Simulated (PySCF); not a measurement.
Me3Si(SMe), C4H12SSi.
SMILES with atom numbers: `[CH3:1][S:2][Si:3]([CH3:4])([CH3:5])[CH3:6]` (hydrogens: H7, H8, H9 on C1; H10, H11, H12 on C4; H13, H14, H15 on C5; H16, H17, H18 on C6)

A linear-response calculation (PySCF, def2-SVPD basis, gas phase, vertical, core orbitals frozen in the response) gave these numbers; the functional is withheld.

Orbital energies (eV): HOMO-3 -10.23, HOMO-2 -10.09, HOMO-1 -9.34, HOMO -7.84, LUMO 1.05, LUMO+1 1.33, LUMO+2 1.81.

```csv
state,E (eV),f,"main configurations (H = HOMO, L = LUMO)"
S1,5.68,0.0035,"H→L+1 (51%), H→L (31%), H→L+8 (8%)"
S2,6.32,0.049,"H→L (46%), H→L+1 (22%), H→L+2 (19%)"
S3,6.82,0.0005,"H→L+2 (64%), H→L (16%), H→L+4 (12%)"
S4,7.21,0.010,H→L+3 (88%)
S5,7.39,0.0084,"H-1→L+1 (37%), H-1→L (33%), H→L+5 (15%)"
S6,7.45,0.0009,"H→L+4 (32%), H→L+8 (16%), H→L+1 (16%)"
```

Triplets (Tamm–Dancoff): T1 5.27 eV, H→L+1 (51%), H→L (22%), H→L+8 (11%); T2 6.06 eV, H→L (38%), H→L+2 (35%), H→L+1 (9%); T3 6.52 eV, H→L (25%), H→L+2 (22%), H→L+4 (22%); T4 6.70 eV, H-1→L+1 (42%), H-1→L (21%), H-1→L+8 (13%).

Vertical ionisation energy by ΔSCF with the same functional: 8.61 eV. Mean static polarisability: 97.0 au.

Question: Which of these was used?
A. HF
B. PBE
C. CAM-B3LYP
D. PBE0

Answer: C. CAM-B3LYP is range-separated, 19% exact exchange at short range and 65% at long range (ω = 0.33 bohr⁻¹). In this run −ε(HOMO) = 7.84 eV differs from the ΔSCF value by -0.77 eV, and S1 differs from the orbital gap of 8.89 eV by -3.21 eV. The ratio −ε(HOMO)/IP is 0.91. Small neutral molecules mostly give 0.85 to 0.93 with CAM-B3LYP, 0.5 to 0.7 with PBE, 0.7 to 0.83 with PBE0; with Hartree–Fock the ratio is 1 or more (Koopmans' value less the relaxation energy is the ΔSCF value). The other options: PBE, a GGA without exact exchange; HF, time-dependent Hartree–Fock, 100% exact exchange; PBE0, a global hybrid with 25% exact exchange.

Level of theory: TDDFT CAM-B3LYP/def2-SVPD, vertical, gas phase, core orbitals frozen in the response in PySCF 2.14.0, density-fitted response routines. Geometry: PBE0-D3(BJ)/def2-SVP; no solvent, vibrations or thermal averaging.

Time: 89 s; peak memory 1.2 GiB. Hardware: Intel Xeon Platinum 8559C, one thread, shared host with 192 logical CPUs at a one-minute load of 98.

Shape of the structure used: `[CH3:1][S:2][Si:3]([CH3:4])([CH3:5])[CH3:6]`: C1–S2–Si3–C4 59°.
